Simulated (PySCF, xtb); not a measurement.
2-fluorocyclopenta-1,3-diene (C5H5F), SMILES C1(C=CCC=1)F.

GFN2-xTB (xtb) at its own geometry gives an orbital gap of 3.76 eV and a dipole moment of 2.89 D.

Geometry optimised at PBE0-D3(BJ)/def2-SVP. One conformer was computed; it need not be the lowest.

What does PBE/def2-TZVP (PySCF) give? (An estimate is asked for; the answer gives what the named calculation found.)

gap 3.82 eV (levels -5.40 and -1.59 eV), dipole 1.72 D.
